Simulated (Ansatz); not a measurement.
One geometry of SiGe5H14⁺, that is n-GeGeGeGeSiGeH14 with one electron fewer, several levels of theory.

```yaml
crystal:
  periodic: [false, false, false]
  atoms:
    - {symbol: Ge, position_ang: [1.589970, -0.658932, 2.193150]}
    - {symbol: Ge, position_ang: [1.723336, 1.334649, 0.825772]}
    - {symbol: Ge, position_ang: [1.759550, 0.724847, -1.519833]}
    - {symbol: Ge, position_ang: [-0.483499, 0.373444, -2.366628]}
    - {symbol: Si, position_ang: [-1.702863, -1.222291, -1.079491]}
    - {symbol: Ge, position_ang: [-2.549710, -0.261458, 0.928012]}
    - {symbol: H, position_ang: [0.665920, -1.700302, 1.539247]}
    - {symbol: H, position_ang: [2.992482, -1.277946, 2.319549]}
    - {symbol: H, position_ang: [1.056577, -0.349020, 3.600548]}
    - {symbol: H, position_ang: [3.002232, 2.112169, 1.191673]}
    - {symbol: H, position_ang: [0.524045, 2.262875, 1.090153]}
    - {symbol: H, position_ang: [2.566577, -0.577093, -1.686053]}
    - {symbol: H, position_ang: [2.456890, 1.816068, -2.354183]}
    - {symbol: H, position_ang: [-1.231532, 1.720369, -2.338072]}
    - {symbol: H, position_ang: [-0.411387, -0.084161, -3.836971]}
    - {symbol: H, position_ang: [-2.871937, -1.713157, -1.877039]}
    - {symbol: H, position_ang: [-0.830114, -2.397515, -0.770321]}
    - {symbol: H, position_ang: [-1.434021, 0.371765, 1.775556]}
    - {symbol: H, position_ang: [-3.263037, -1.318548, 1.786780]}
    - {symbol: H, position_ang: [-3.559479, 0.844239, 0.578162]}
basis:
  gaussian: {orbitals: def2-TZVP}
total_charge: 1
magnetization: {spin_polarized: true, initial_magnetization: 1}
hamiltonian: {xc: pbe0, dispersion: d4}
scf: {omitted_lower_state_checks: [starts]}
output: {orbitals: {seedname: orbitals}}
```

The file start.molden holds the orbitals of an earlier run on this structure, at another level or in another basis.

```sh
$ ansatz run in.yaml --threads 4 --pin off --events-out ev --progress --plain --max-ram 6963MiB
```

It prints (some lines left out):

```
Functional definition: PBE0
2538 factors; integrals over basis functions are off by at most 9.8e-4 eV
mean field evaluation 1: about -290648.1632 eV, gradient 2.3e1 eV
mean field evaluation 2: about -290644.4343 eV, gradient 3.1e1 eV
mean field evaluation 4: about -290649.6665 eV, gradient 3.8e0 eV
mean field evaluation 8: about -290649.9180 eV, gradient 6.3e-1 eV
mean field evaluation 16: about -290649.9416 eV, gradient 6.8e-2 eV
mean field evaluation 32: about -290649.9417 eV, gradient 6.6e-5 eV
mean field -290649.94165854 eV, -10681.1883463451 hartree, gradient 1.3e-5 eV, S^2 0.757040; 0 other end points of the search recorded, 0 dependent functions left out
reference -290649.94170850 eV, -10681.1883481811 hartree; 94, 93 occupied and 267, 268 virtual orbitals, 2538 factors
Total energy: -290650.48941172 eV, -10681.2084759030 hartree
Checks for a lower state left out: starts
```

It took 41 s on 4 threads of Intel Xeon Platinum 8488C on a shared host, peak host memory 2.7 GiB.

As the first input, with `gaussian: {orbitals: def2-TZVP, initial_orbitals: start.molden}`, `hamiltonian: {xc: {name: r2SCANh}, dispersion: d4}` (abridged; 42 s):

```
Functional definition: r2SCANh
mean field -290686.10094369 eV, -10682.5171755645 hartree, gradient 3.4e-5 eV, S^2 0.758577
Total energy: -290686.27976106 eV, -10682.5237469816 hartree
Checks for a lower state left out: starts
```

As the first input, with `gaussian: {orbitals: def2-TZVP, initial_orbitals: start.molden}`, `hamiltonian: {xc: pbe, dispersion: d4}` (abridged; 11 s):

```
Functional definition: PBE
mean field -290641.51825428 eV, -10680.8787919479 hartree, gradient 2.1e-5 eV, S^2 0.752477
Total energy: -290642.13370918 eV, -10680.9014094984 hartree
Checks for a lower state left out: starts
```

Geometry: r2SCAN-D4/def2-SVP, that of the neutral singlet.

At PBE-D4/def2-TZVP the gap within one spin of the charge 1 doublet nearly closes, so an electron or hole may be smeared out by delocalisation error.
